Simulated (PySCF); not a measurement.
**Co⁺ (cobalt, charge +1) across methods**

[Ar] 3d7 4s1, high-spin 5F determinant (an excited configuration). Computed with PySCF 2.14 in aug-cc-pVTZ (8s7p5d3f2g, 93 functions), with the non-relativistic Hamiltonian (point nucleus).

```json
{"method": "B97-3", "E (hartree)": "-1382.301", "mean ε 3d α (eV)": "-21.045", "mean ε 3d β (eV)": "-18.342", "mean ε 4s α (eV)": "-13.742", "Σ⟨r²⟩ (bohr²)": "24.38", "⟨S²⟩": "6.002"}
{"method": "PBE0", "E (hartree)": "-1382.224", "mean ε 3d α (eV)": "-20.954", "mean ε 3d β (eV)": "-18.159", "mean ε 4s α (eV)": "-13.954", "Σ⟨r²⟩ (bohr²)": "24.42", "⟨S²⟩": "6.001"}
{"method": "LDA", "E (hartree)": "-1379.849", "mean ε 3d α (eV)": "-18.694", "mean ε 3d β (eV)": "-15.890", "mean ε 4s α (eV)": "-13.502", "Σ⟨r²⟩ (bohr²)": "24.45", "⟨S²⟩": "6.001"}
{"method": "wB97X", "E (hartree)": "-1382.454", "mean ε 3d α (eV)": "-23.262", "mean ε 3d β (eV)": "-20.695", "mean ε 4s α (eV)": "-15.769", "Σ⟨r²⟩ (bohr²)": "24.45", "⟨S²⟩": "6.002"}
{"method": "B3LYP", "E (hartree)": "-1382.488", "mean ε 3d α (eV)": "-20.468", "mean ε 3d β (eV)": "-17.912", "mean ε 4s α (eV)": "-13.889", "Σ⟨r²⟩ (bohr²)": "24.45", "⟨S²⟩": "6.001"}
{"method": "M06", "E (hartree)": "-1382.359", "mean ε 3d α (eV)": "-21.170", "mean ε 3d β (eV)": "-17.798", "mean ε 4s α (eV)": "-14.026", "Σ⟨r²⟩ (bohr²)": "24.26", "⟨S²⟩": "6.005"}
{"method": "r2SCAN", "E (hartree)": "-1382.429", "mean ε 3d α (eV)": "-18.788", "mean ε 3d β (eV)": "-16.120", "mean ε 4s α (eV)": "-13.553", "Σ⟨r²⟩ (bohr²)": "24.35", "⟨S²⟩": "6.001"}
{"method": "PBE", "E (hartree)": "-1382.193", "mean ε 3d α (eV)": "-18.396", "mean ε 3d β (eV)": "-15.847", "mean ε 4s α (eV)": "-13.252", "Σ⟨r²⟩ (bohr²)": "24.55", "⟨S²⟩": "6.001"}
```

(1) Estimate the same row for UHF.

Answers

(1) E (hartree) = -1381.17916; mean ε 3d α (eV) = -28.061; mean ε 3d β (eV) = -24.343; mean ε 4s α (eV) = -15.597; Σ⟨r²⟩ (bohr²) = 24.57; ⟨S²⟩ = 6.003.
